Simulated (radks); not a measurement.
The numbers below are computed, except where a source is named.
All-electron atom: Ta XII in [Kr] 4d10 4f13 5s2 5p1.

Level of theory: Dirac Kohn-Sham, PBE, spin-unpolarised, spherical densities, point nucleus; open shells fill j = l - 1/2 first (a radial shooting solver on a logarithmic mesh with Libxc functionals).

Energy parts (eV):
total: -424179.45
kinetic: 476406.10
electron-nucleus: -1045839.46
Hartree: 153703.22
exchange-correlation: -8449.32

Orbitals (lengths in bohr, moments of r in powers of bohr; r(max) is where P^2 peaks):
orbital	occ.	eigenvalue (eV)	r(max)
1s1/2	2	-67481.99	0.01167
2s1/2	2	-11751.36	0.06703
2p1/2	2	-11238.78	0.04992
2p3/2	4	-9968.172	0.05665
3s1/2	2	-2843.491	0.1889
3p1/2	2	-2615.920	0.1769
3p3/2	4	-2342.255	0.1908
3d3/2	4	-1958.616	0.1496
3d5/2	6	-1898.989	0.1535
4s1/2	2	-734.6561	0.4290
4p1/2	2	-640.7344	0.4290
4p3/2	4	-577.3767	0.4581
4d3/2	4	-422.9259	0.4553
4d5/2	6	-411.1841	0.4645
4f5/2	6	-217.2826	0.4331
4f7/2	7	-215.0898	0.4378
5s1/2	2	-249.2368	0.9475
5p1/2	1	-217.9244	0.9972
5p3/2	0	-205.1874	1.059

The highest occupied level is 4f7/2 at -215.09 eV. For comparison, the ionisation energy in NIST's Atomic Spectra Database is 235 eV (theoretical). In exact Kohn-Sham theory the highest level is minus the ionisation energy, but local and semilocal functionals leave it too shallow, through self-interaction and a potential that decays too fast; potentials with the right tail come closer.

Beside tabulated values, note that spin-unpolarised runs miss the spin-polarisation part of the exchange energy of open shells.
